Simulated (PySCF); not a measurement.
Compound: C₃H₇FGe.
Bonds: C1–C2 (double), C2–Ge3, C2–C4, C4–F5. Hydrogens: H6, H7 on C1; H8, H9, H10 on Ge3; H11, H12 on C4.

Computed, not measured: PBE0-D3(BJ)/def2-SVP geometry optimisation, gas phase (PySCF 2.14.0).

Task: Give the optimised bond lengths and angles.

Result: 
| bond | length (pm) |
| --- | --- |
| C1=C2 | 133.7 |
| C2–Ge3 | 195.5 |
| C2–C4 | 149.7 |
| C4–F5 | 137.7 |
| C1–H6 | 109.4 |
| C1–H7 | 109.8 |
| Ge3–H8, Ge3–H9, Ge3–H10 | 153.9 |
| C4–H11, C4–H12 | 110.5 |

Bonds in one row agree within 1 pm and their mean is given. A selection of angles:
| angle | degrees |
| --- | --- |
| C2–C1–H6 | 122.0 |
| C2–C1–H7 | 121.8 |
| H6–C1–H7 | 116.3 |
| C1–C2–Ge3 | 121.4 |
| C1–C2–C4 | 122.1 |
| Ge3–C2–C4 | 116.5 |
| C2–Ge3–H8 | 110.9 |
| C2–Ge3–H9 | 110.1 |
| C2–Ge3–H10 | 107.3 |
| H8–Ge3–H9 | 109.2 |
| C2–C4–F5 | 110.6 |
| C2–C4–H11 | 110.1 |
| C2–C4–H12 | 111.7 |
| F5–C4–H11 | 107.6 |
| F5–C4–H12 | 108.6 |
| H11–C4–H12 | 108.2 |

Dihedral angles: C1–C2–C4–F5 150°. The mirror-image conformer, all signs reversed, is as good.

Of the pairs four or more bonds apart, H7···H12 is among the closest relative to their van der Waals radii: 2.50 Å, 104 % of the sum of Bondi's values. The C–C distances run from 1.337 Å (C1=C2, drawn double) to 1.497 Å (C2–C4, drawn single), a spread of 0.160 Å. Ge3 (germanium bonded to C and 3 H) is tetrahedral (angles from 107.3° to 110.9°).

Point group: C1 (no symmetry element, even within 0.4 Å). Whether it is a minimum is left open (no frequencies). One conformer, not necessarily the lowest.
